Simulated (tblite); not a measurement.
Record of a relaxation.

C9H10O.
Numbering: `[CH2:1]=[CH:2]/[CH:3]=[CH:4]/[CH:5]=[CH:6]/[CH:7]=[CH:8]/[CH:9]=[O:10]` (hydrogens: H11, H12 on C1; H13 on C2; H14 on C3; H15 on C4; H16 on C5; H17 on C6; H18 on C7; H19 on C8; H20 on C9)

Computed with GFN2-xTB (tblite), gas phase: L-BFGS steps from a force-field or distance-geometry start until the largest atomic force falls under 0.01 eV/Å. 8 of its 19 geometries are shown.

Step 0: E = -770.4241 eV, largest atomic force 2.023 eV/Å
```
atom  x, y, z in Å  |  force x, y, z in eV/Å
C1      4.080   -0.906   -2.653   -0.912   0.406  -0.163
C2      2.825   -0.419   -2.522    1.137  -0.714   0.806
C3      2.097   -0.513   -1.273   -0.337   0.386  -0.749
C4      0.842   -0.019   -1.149   -0.084  -0.377   1.227
C5      0.098   -0.114    0.105    0.712   0.043  -1.006
C6     -1.151    0.370    0.231   -0.293  -0.015   0.634
C7     -1.890    0.289    1.467    0.803  -0.189  -0.598
C8     -3.127    0.775    1.601   -0.793  -0.081   1.095
C9     -3.841    0.653    2.885   -1.549   1.006  -0.825
O10    -4.987    1.091    3.026    1.605  -0.744   0.132
H11     4.588   -0.819   -3.603    0.071  -0.091   0.218
H12     4.596   -1.393   -1.837   -0.086   0.103  -0.179
H13     2.345    0.056   -3.354   -0.179   0.122  -0.157
H14     2.587   -0.991   -0.438    0.006   0.004  -0.032
H15     0.348    0.462   -1.982    0.046  -0.047   0.067
H16     0.592   -0.592    0.952   -0.107   0.118  -0.274
H17    -1.635    0.854   -0.609    0.015  -0.058   0.088
H18    -1.398   -0.200    2.313   -0.156   0.180  -0.299
H19    -3.673    1.261    0.799    0.163  -0.091   0.132
H20    -3.298    0.163    3.712   -0.061   0.040  -0.115
```

Step 3: E = -770.5413 eV, largest atomic force 0.281 eV/Å
```
atom  x, y, z in Å  |  force x, y, z in eV/Å
C1      4.074   -0.904   -2.656   -0.261   0.101  -0.021
C2      2.833   -0.425   -2.511    0.204  -0.097   0.070
C3      2.093   -0.508   -1.283   -0.082   0.053  -0.051
C4      0.840   -0.024   -1.131    0.080  -0.068   0.091
C5      0.106   -0.112    0.091    0.029   0.025  -0.078
C6     -1.150    0.369    0.239   -0.041   0.033   0.052
C7     -1.885    0.288    1.458    0.114  -0.038  -0.081
C8     -3.133    0.770    1.618   -0.088  -0.006   0.046
C9     -3.853    0.666    2.870   -0.089   0.066  -0.017
O10    -4.977    1.083    3.035   -0.017  -0.042   0.138
H11     4.590   -0.821   -3.596    0.079  -0.038   0.030
H12     4.592   -1.388   -1.845    0.006   0.014  -0.037
H13     2.344    0.054   -3.350   -0.025  -0.013   0.067
H14     2.584   -0.988   -0.443   -0.012   0.023  -0.067
H15     0.352    0.457   -1.973    0.018  -0.049   0.110
H16     0.588   -0.587    0.940    0.011   0.027  -0.135
H17    -1.635    0.851   -0.603    0.003  -0.041   0.082
H18    -1.401   -0.195    2.304   -0.006   0.048  -0.110
H19    -3.666    1.257    0.806    0.118  -0.069   0.095
H20    -3.302    0.168    3.702   -0.042   0.071  -0.185
```

Step 5: E = -770.5479 eV, largest atomic force 0.124 eV/Å
```
atom  x, y, z in Å  |  force x, y, z in eV/Å
C1      4.070   -0.903   -2.657   -0.044   0.013   0.005
C2      2.834   -0.426   -2.508    0.041  -0.009  -0.020
C3      2.092   -0.507   -1.284    0.023  -0.018   0.031
C4      0.841   -0.026   -1.128   -0.001   0.007  -0.017
C5      0.106   -0.110    0.088   -0.007   0.003   0.021
C6     -1.149    0.370    0.240   -0.016   0.021  -0.016
C7     -1.883    0.288    1.455   -0.011  -0.005   0.029
C8     -3.133    0.768    1.620   -0.018   0.000  -0.002
C9     -3.857    0.669    2.868   -0.013  -0.006   0.002
O10    -4.979    1.081    3.043   -0.100   0.026   0.068
H11     4.593   -0.823   -3.593    0.049  -0.014  -0.016
H12     4.591   -1.386   -1.848    0.019  -0.011   0.015
H13     2.344    0.053   -3.345   -0.054   0.024   0.000
H14     2.583   -0.986   -0.448    0.033  -0.022   0.018
H15     0.353    0.454   -1.966   -0.035   0.012  -0.007
H16     0.589   -0.586    0.932    0.055  -0.028  -0.009
H17    -1.635    0.849   -0.599   -0.041   0.018  -0.018
H18    -1.401   -0.193    2.298    0.059  -0.020   0.000
H19    -3.660    1.253    0.811    0.018   0.014  -0.051
H20    -3.304    0.171    3.692    0.043  -0.005  -0.033
```

Step 8: E = -770.5503 eV, largest atomic force 0.042 eV/Å
```
atom  x, y, z in Å  |  force x, y, z in eV/Å
C1      4.070   -0.903   -2.659    0.040  -0.011  -0.002
C2      2.834   -0.425   -2.509   -0.017   0.007  -0.014
C3      2.094   -0.508   -1.283   -0.028   0.009   0.007
C4      0.842   -0.026   -1.128    0.018  -0.001  -0.012
C5      0.106   -0.109    0.088   -0.006  -0.003   0.013
C6     -1.151    0.372    0.240   -0.005  -0.008   0.014
C7     -1.885    0.288    1.457   -0.009   0.006   0.014
C8     -3.136    0.767    1.621   -0.031   0.020  -0.021
C9     -3.864    0.671    2.869    0.006  -0.011   0.007
O10    -4.987    1.082    3.054    0.037  -0.012   0.001
H11     4.600   -0.826   -3.592   -0.003  -0.003   0.009
H12     4.592   -1.386   -1.849   -0.014   0.006  -0.004
H13     2.337    0.055   -3.342   -0.009   0.000   0.017
H14     2.587   -0.988   -0.447    0.009  -0.004   0.002
H15     0.350    0.454   -1.964    0.004  -0.002  -0.006
H16     0.595   -0.588    0.928   -0.006   0.005  -0.009
H17    -1.640    0.851   -0.599   -0.002   0.000   0.013
H18    -1.394   -0.194    2.295    0.005   0.001  -0.007
H19    -3.655    1.253    0.807    0.009   0.004  -0.029
H20    -3.300    0.172    3.684    0.000  -0.003   0.006
```

Step 10: E = -770.5505 eV, largest atomic force 0.021 eV/Å
```
atom  x, y, z in Å  |  force x, y, z in eV/Å
C1      4.071   -0.903   -2.659   -0.018   0.010   0.001
C2      2.834   -0.425   -2.509    0.006  -0.007   0.011
C3      2.094   -0.508   -1.282    0.002   0.000  -0.006
C4      0.842   -0.026   -1.128    0.000  -0.002   0.008
C5      0.106   -0.109    0.089   -0.005   0.003  -0.008
C6     -1.151    0.372    0.241   -0.007  -0.001   0.009
C7     -1.886    0.288    1.458    0.005   0.002  -0.006
C8     -3.137    0.768    1.620    0.000   0.001  -0.004
C9     -3.864    0.671    2.869    0.018  -0.004  -0.011
O10    -4.986    1.081    3.055    0.004  -0.004   0.010
H11     4.600   -0.826   -3.592    0.005  -0.002  -0.002
H12     4.591   -1.386   -1.849   -0.004  -0.001   0.006
H13     2.336    0.055   -3.341   -0.004   0.000   0.008
H14     2.587   -0.989   -0.447   -0.003   0.004  -0.008
H15     0.350    0.454   -1.965    0.006  -0.003  -0.004
H16     0.596   -0.588    0.927   -0.005   0.002  -0.002
H17    -1.640    0.851   -0.598    0.003  -0.005   0.018
H18    -1.394   -0.194    2.295   -0.010   0.008  -0.005
H19    -3.655    1.254    0.805    0.003   0.002  -0.018
H20    -3.300    0.172    3.684    0.005  -0.006   0.002
```

Step 13: E = -770.5506 eV, largest atomic force 0.017 eV/Å
```
atom  x, y, z in Å  |  force x, y, z in eV/Å
C1      4.070   -0.903   -2.659    0.001  -0.003   0.003
C2      2.834   -0.426   -2.508   -0.005   0.005  -0.002
C3      2.094   -0.508   -1.282   -0.003  -0.001   0.004
C4      0.842   -0.026   -1.128    0.000  -0.001  -0.004
C5      0.105   -0.109    0.088    0.005  -0.003   0.002
C6     -1.151    0.372    0.242    0.006   0.002  -0.008
C7     -1.886    0.289    1.458    0.002  -0.002  -0.003
C8     -3.138    0.769    1.619    0.005  -0.001  -0.003
C9     -3.862    0.670    2.868   -0.001   0.002   0.001
O10    -4.984    1.081    3.057    0.003  -0.001   0.003
H11     4.601   -0.827   -3.592   -0.004   0.001   0.004
H12     4.590   -1.386   -1.848   -0.004   0.001   0.002
H13     2.335    0.055   -3.340   -0.002   0.002  -0.002
H14     2.588   -0.989   -0.447    0.000  -0.001   0.005
H15     0.351    0.454   -1.965    0.002   0.000  -0.003
H16     0.595   -0.588    0.927   -0.002  -0.001   0.005
H17    -1.641    0.851   -0.596   -0.007   0.006  -0.006
H18    -1.394   -0.194    2.295   -0.008   0.003   0.011
H19    -3.654    1.254    0.802    0.001  -0.003   0.002
H20    -3.299    0.171    3.683    0.012  -0.004  -0.012
```

Step 15: E = -770.5507 eV, largest atomic force 0.017 eV/Å
```
atom  x, y, z in Å  |  force x, y, z in eV/Å
C1      4.069   -0.902   -2.658    0.013  -0.008   0.002
C2      2.833   -0.426   -2.508   -0.004   0.006  -0.009
C3      2.093   -0.508   -1.282   -0.002   0.000   0.003
C4      0.841   -0.026   -1.128    0.004  -0.001  -0.006
C5      0.105   -0.109    0.088    0.002  -0.002   0.004
C6     -1.151    0.372    0.241   -0.001   0.002  -0.002
C7     -1.886    0.289    1.457   -0.010   0.003   0.007
C8     -3.138    0.769    1.618   -0.003   0.002   0.000
C9     -3.862    0.670    2.868   -0.003  -0.002   0.004
O10    -4.984    1.080    3.058    0.014  -0.003  -0.004
H11     4.601   -0.827   -3.591   -0.009   0.002   0.009
H12     4.590   -1.386   -1.847   -0.006   0.003  -0.002
H13     2.334    0.056   -3.339    0.000   0.001  -0.003
H14     2.588   -0.989   -0.447    0.001  -0.004   0.010
H15     0.351    0.454   -1.966   -0.002   0.000   0.000
H16     0.595   -0.588    0.927   -0.001  -0.001   0.001
H17    -1.642    0.851   -0.596   -0.001   0.005  -0.012
H18    -1.396   -0.193    2.295    0.001  -0.001   0.008
H19    -3.653    1.254    0.800   -0.001  -0.003   0.006
H20    -3.297    0.170    3.682    0.007   0.001  -0.016
```

Step 18: E = -770.5507 eV, largest atomic force 0.010 eV/Å
```
atom  x, y, z in Å  |  force x, y, z in eV/Å
C1      4.069   -0.902   -2.658   -0.005   0.002   0.001
C2      2.833   -0.425   -2.508    0.002  -0.003   0.003
C3      2.093   -0.508   -1.282    0.002   0.000  -0.001
C4      0.841   -0.027   -1.128   -0.001   0.000   0.005
C5      0.105   -0.109    0.088   -0.006   0.003  -0.002
C6     -1.151    0.372    0.241   -0.003   0.000   0.003
C7     -1.886    0.289    1.457    0.002   0.002   0.000
C8     -3.138    0.769    1.617   -0.003   0.000   0.000
C9     -3.861    0.670    2.867    0.003  -0.003  -0.003
O10    -4.982    1.079    3.059   -0.001   0.002   0.002
H11     4.600   -0.827   -3.590    0.001   0.001  -0.002
H12     4.588   -1.386   -1.847    0.000  -0.001   0.004
H13     2.333    0.056   -3.339    0.003   0.000  -0.001
H14     2.588   -0.989   -0.447   -0.002   0.001   0.000
H15     0.352    0.453   -1.966   -0.002  -0.002   0.004
H16     0.594   -0.588    0.928   -0.001   0.001  -0.004
H17    -1.642    0.852   -0.596    0.009  -0.003  -0.001
H18    -1.397   -0.192    2.297    0.004   0.001  -0.006
H19    -3.653    1.254    0.799   -0.007   0.002   0.001
H20    -3.294    0.169    3.679    0.006  -0.003  -0.002
```

**Question.** Summarise the path.

**Answer.** The energy falls by 0.1266 eV from step 0 to step 18; nine tenths of that is first reached at step 3. It falls at every step. The largest force goes from 2.023 to 0.010 eV/Å. Among the bonds C4–C5 changes most, from 1.461 to 1.424 Å; the atoms move by 0.020 Å rms after alignment.

The cost below is that of the whole relaxation. Hardware: one thread, Arm Neoverse V1 (aarch64), no GPU (shared host). Cost: 0.14 s.
